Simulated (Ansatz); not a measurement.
Mulliken charges of `C=CS[SiH3]` from r2SCAN/def2-TZVPP in Ansatz (PBE0-D4/def2-TZVP geometry).

```csv
atom,x (Å),y (Å),z (Å),charge (e)
C1,-0.196,2.195,0.281,-0.206
C2,-0.226,0.880,0.452,-0.020
S3,-1.059,-0.211,-0.652,-0.168
Si4,0.221,-1.910,-0.489,0.311
H5,-0.635,2.671,-0.588,0.082
H6,0.268,2.831,1.026,0.088
H7,0.218,0.422,1.331,0.098
H8,-0.480,-3.012,-1.191,-0.058
H9,0.423,-2.245,0.945,-0.066
H10,1.548,-1.672,-1.113,-0.061
```

**Question.** By hand: the dipole of these point charges (1 e Å = 4.8032 D).

**Answer.** Σ q r = (0.190, -0.094, 0.138) e Å, of length 0.253 e Å = 1.22 D.

**Question.** How does the dipole of the full density compare? (Best estimate.)

**Answer.** Computed: (0.171, 0.008, 0.129) e Å, 1.03 D; the point charges give 1.18 times that, at 24° from its direction.

Point charges leave out the atoms' own dipoles, such as those of lone pairs, and Mulliken's split depends on the basis, so the two needn't agree.
